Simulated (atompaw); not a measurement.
## u(r) = r·R(r): atom against pseudo-atom (europium)

Columns: radius, all-electron u(r) and pseudo u(r) of the 4f shell (level -8.40 eV) of europium in the configuration [Kr] 4d10 4f6 5s2 5p6 5d1 6s2 6p0; PBEsol, scalar-relativistic, PAW (atompaw) scheme, atompaw 4.2.0.5.

```
r (bohr)  all-electron  pseudo
   0.115        0.1021  0.0004
   0.231        0.4684  0.0069
   0.346        0.8136  0.0320
   0.462        1.0091  0.0898
   0.577        1.0656  0.1856
   0.692        1.0373  0.3126
   0.808        0.9658  0.4506
   0.923        0.8779  0.5674
   1.038        0.7872  0.6374
   1.154        0.6996  0.6486
   1.269        0.6194  0.6098
   1.385        0.5463  0.5459
   1.500        0.4816  0.4816
   1.615        0.4242  0.4242
   1.731        0.3732  0.3732
   1.846        0.3289  0.3289
   1.962        0.2897  0.2897
   2.077        0.2556  0.2556
   2.192        0.2258  0.2258
   2.308        0.1995  0.1995
   2.423        0.1767  0.1767
   2.538        0.1568  0.1568
   2.654        0.1391  0.1391
   2.769        0.1238  0.1238
   2.885        0.1102  0.1102
   3.000        0.0984  0.0984
```

How many radial nodes do the two functions have?

The all-electron 4f function has n − l − 1 = 0; the pseudo-wave has 0.

At about which radius was the pseudo-wave matched?

1.50 bohr, where the columns begin to agree (steps of 0.12 bohr).

Is the pseudo-wave norm-conserving?

No, it belongs to a PAW set: the norm inside the radius is not constrained, and the difference is carried by the augmentation charge.
